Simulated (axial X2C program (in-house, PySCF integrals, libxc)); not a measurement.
**What spin–orbit coupling does to SiGe⁺**

Computed with an in-house all-electron X2C program for linear molecules (integrals from PySCF). Spin-free means the one-electron spin-free X2C Hamiltonian; two-component (2c) means X2C with spin–orbit coupling and atomic mean-field two-electron Coulomb and Gaunt terms, so the difference of the two also holds small scalar two-electron terms. Basis: Ge dyall-cv3z [9s9p7d4f1g], Si dyall-v3z [8s7p2d1f] (cores contracted in-house); Gaussian nuclei, density fitting, unrestricted open shells. Masses: Ge 73.921 u, Si 27.977 u.

Spin-free state: M_S = 3/2, Λ = 0 (beyond evenly filled blocks: σα, π+α, π-α); fragments Ge+ + Si.

```tsv
level	Re (Å)	ωe (cm⁻¹)	De (eV)	μ (D)
PBE0	2.344	366.2	3.334	2.17
LDA	2.342	354.1	4.062	2.34
```

Dipoles are positive if Si is the positive end and refer to the centre of mass.

Two-component determinant lowest at the distance of the search:

Ω = 3/2 (⟨Sz⟩ = 1.50, ⟨Lz⟩ = 0.00 at PBE0); fragments Ge+ + Si.

| level | Re (Å) | ωe (cm⁻¹) | μ (D) |
| --- | --- | --- | --- |
| PBE0 | 2.345 | 365.6 | 2.17 |
| LDA | 2.343 | 353.4 | 2.34 |

(1) From the two tables, how do the constants change at the PBE0 level (2c against spin-free)?

The state is one determinant whose occupation by symmetry is held fixed; it was picked as the lowest of a PBE0 search that is not exhaustive. De is counted from the lowest determinant-based energies of the atoms at the same level, without counterpoise correction. De is not given where an atomic determinant may have missed its ground term or J level, or where the truncated virtual space spoils (T). Density functionals use the spin component along the axis (collinear). PBE0 can misorder states that lie within some tenths of an eV, so this need not be the ground state of the molecule. The nearest other spin-free determinant of the search, M_S = 1/2, Λ = 0, lies 0.37 eV up at the distance of the search. The functionals have no current-density term, which raises determinants with orbital currents, atoms included. With several unpaired electrons one determinant need not be a pure state. This is the top spin component of a Σ state; components of lower Ω are not single determinants and can lie lower.

## Answers

(1) At the PBE0 level Re rises by 0.001 Å and ωe drops by 0.6 cm⁻¹.
